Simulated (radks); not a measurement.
Question: Coherent X-ray form factor from a spherical all-electron density. Calculated with a radial shooting solver on a logarithmic mesh with Libxc functionals: Dirac Kohn-Sham, PBEsol, spin-unpolarised, spherical densities, point nucleus.

| sin(theta)/lambda (1/angstrom) | f0 (electrons) |
|---|---|
| 0.05 | 15.869 |
| 0.1 | 15.487 |
| 0.15 | 14.892 |
| 0.2 | 14.133 |
| 0.25 | 13.273 |
| 0.3 | 12.372 |
| 0.4 | 10.639 |
| 0.5 | 9.199 |
| 0.6 | 8.113 |
| 0.8 | 6.712 |
| 1 | 5.739 |
| 1.25 | 4.637 |
| 1.5 | 3.648 |
| 2 | 2.289 |

The species is in the configuration that NIST lists as its ground one. Which atom or ion scatters so?

Answer: The titanium ion Ti6+, [Ne] 3s2 3p4. Extrapolating in s^2 from the first two rows gives f0(0) = 16.0, near the electron count 16; among species with that count, the fall with angle is slower the higher Z, and the table is that of Z = 22; from so few rows the species is fixed only to a neighbour or two.
